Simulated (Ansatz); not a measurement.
```yaml
crystal:
  periodic: [false, false, false]
  atoms:
    - {symbol: C, position_ang: [-0.012638, 0.794703, -1.478583]}
    - {symbol: C, position_ang: [0.152266, 0.491408, -0.765144]}
    - {symbol: Ge, position_ang: [0.455001, -0.025221, 0.443860]}
    - {symbol: N, position_ang: [-0.492892, -0.689122, 0.792103]}
    - {symbol: H, position_ang: [-0.139072, 1.076030, -2.157876]}
    - {symbol: H, position_ang: [0.601820, 0.648657, 0.948716]}
    - {symbol: H, position_ang: [1.127069, -0.565137, 0.359190]}
    - {symbol: H, position_ang: [-1.094462, -0.413023, 0.881495]}
    - {symbol: H, position_ang: [-0.538367, -1.118835, 0.555677]}
basis:
  gaussian: {orbitals: STO-3G, fitting: {mean_field: cc-pVTZ-jkfit}}
hamiltonian: {xc: {name: B97}}
output: {forces: true}
```

```sh
$ ansatz run in.yaml --threads 2 --pin off --events-out ev --progress --plain --max-ram 4352MiB
```

It prints (some lines left out):

```
Functional definition: B97
594 factors; integrals over basis functions are off by at most 1.8e-2 eV
mean field evaluation 1: about -59318.7107 eV, gradient 1.8e2 eV
mean field evaluation 2: about -59345.8441 eV, gradient 7.3e1 eV
mean field evaluation 4: about -59360.4032 eV, gradient 5.8e0 eV
mean field evaluation 8: about -59360.4784 eV, gradient 6.1e-3 eV
mean field -59360.47841265 eV, -2181.4573456876 hartree, gradient 6.8e-5 eV, S^2 0.000000; 0 other end points of the search recorded, 0 dependent functions left out
reference -59360.47842413 eV, -2181.4573461095 hartree; 28, 28 occupied and 10, 10 virtual orbitals, 594 factors
Total energy: -59360.47842413 eV, -2181.4573461095 hartree
Atom 0 at    -0.012638     0.794703    -1.478583 Å, force   -30.935968    54.108911  -126.886558 eV/Å
Atom 1 at     0.152266     0.491408    -0.765144 Å, force    29.947442   -53.585766   127.080320 eV/Å
Atom 2 at     0.455001    -0.025221     0.443860 Å, force    22.804338    18.380151   -14.575443 eV/Å
Atom 3 at    -0.492892    -0.689122     0.792103 Å, force    12.296975   105.491220   100.109634 eV/Å
Atom 4 at    -0.139072     1.076030    -2.157876 Å, force    -6.955587    14.813075   -35.576319 eV/Å
Atom 5 at     0.601820     0.648657     0.948716 Å, force     9.210314    41.792533    32.418706 eV/Å
Atom 6 at     1.127069    -0.565137     0.359190 Å, force    39.279284   -31.372058    -4.356185 eV/Å
Atom 7 at    -1.094462    -0.413023     0.881495 Å, force   -55.639190    23.507623    11.243344 eV/Å
Atom 8 at    -0.538367    -1.118835     0.555677 Å, force   -20.007609  -173.135689   -89.457498 eV/Å
Dipole moment:    -0.219572    -0.055274    -0.038277 e Å
```

In this input the geometry is squeezed to about two thirds of its size. The calculation finished and met its thresholds. The result belongs to that input, not to the molecule as meant.
